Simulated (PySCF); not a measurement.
This PySCF input asks for the NMR shieldings of SMILES S1[C@H](C#CC)CS[Si@H]1O, C5H8OS2Si; the geometry comes from GFN2-xTB.

```python
import basis_set_exchange as bse
import numpy as np
from pyscf import gto, dft
from pyscf.prop import nmr

atoms = """
C     3.247685    0.311016   -0.229392
C     1.943862   -0.155482    0.179320
C     0.877972   -0.582075    0.527147
C    -0.450541   -0.999299    0.900472
C    -1.220410   -1.593323   -0.270730
S    -1.531072   -0.376579   -1.601862
Si   -1.612979    1.359246   -0.338300
O    -2.964317    2.230596   -0.461747
S    -1.392707    0.438154    1.581215
H     4.010004   -0.056420    0.456766
H     3.266015    1.400443   -0.229474
H     3.470559   -0.047908   -1.233697
H    -0.409070   -1.726302    1.717723
H    -0.652009   -2.405678   -0.723719
H    -2.187621   -1.970556    0.063978
H    -0.566972    2.302900   -0.653359
H    -3.835395    1.883297   -0.277567
"""
names = dict.fromkeys(["C", "S", "Si", "O", "H"], "pcSseg-1")
basis = {el: gto.basis.parse(bse.get_basis(n, elements=[el], fmt="nwchem")) for el, n in names.items()}
mol = gto.M(atom=atoms, basis=basis, charge=0, verbose=0)
mf = dft.RKS(mol, xc="PBE0")
mf.grids.level = 2
mf.grids.alignment = dft.numint.BLKSIZE   # the property module wants whole blocks of grid points
mf.conv_tol = 1e-9
mf.kernel()

calc = nmr.RKS(mf)   # GIAO
C = mf.mo_coeff
Co = C[:, mf.mo_occ > 0]
resp = mf.gen_response(singlet=True, hermi=2)
def vind(x):   # induced exchange potential for any number of trial vectors
    d = np.einsum("pi,xij,qj->xpq", C, 2 * x.reshape(-1, C.shape[1], Co.shape[1]), Co, optimize=True)
    return np.einsum("xpq,pi,qj->xij", resp(d - d.transpose(0, 2, 1)), C, Co, optimize=True).ravel()
mo1, _ = nmr.rhf.solve_mo1(calc, with_cphf=vind)
sigma = calc.kernel(mo1)
for i, s in enumerate(sigma):   # ppm
    print("%2d %-2s %9.2f" % (i, mol.atom_pure_symbol(i), np.trace(s) / 3))
```

Question: What are the results?

Answer: 
```
 0 C     182.16
 1 C      93.90
 2 C     102.36
 3 C     140.96
 4 C     140.32
 5 S     608.80
 6 Si    329.11
 7 O     285.87
 8 S     507.07
 9 H      29.75
10 H      29.68
11 H      29.73
12 H      27.66
13 H      28.66
14 H      28.49
15 H      25.78
16 H      29.70
```

These numbers come from an equivalent density-fitted implementation of the same equations, which agrees with the script to about 0.01 ppm for H and up to a few tenths of a ppm for heavy atoms, so last digits may differ.

Question: Turn these shieldings into chemical shifts. δ = σ(ref) − σ, references computed at the same level: TMS for 13C (186.93 ppm), 29Si (349.16 ppm), 1H (31.72 ppm); 33S (503.73 ppm) vs CS2; 17O (336.08 ppm) against H2O.

Answer: Averaging equivalent atoms: C 1: 93.0; C 2: 84.6; C 4: 46.6; C 3: 46.0; C 0: 4.8; S 8: -3; S 5: -105; Si 6: 20.0; O 7: 50.2; H 15: 5.93; H 12: 4.06; H 14: 3.22; H 13: 3.06; H 16: 2.01; H 9/10/11: 2.00 ppm. Experimental scales use liquid or dissolved standards, which lie at an offset from isolated H2O (liquid H2O: subtract about 36 ppm).

Size and cost of the density-fitted run: 214 basis functions, 83 s wall time on 1 thread of an Arm Neoverse V1, shared host; peak memory 0.87 GiB.
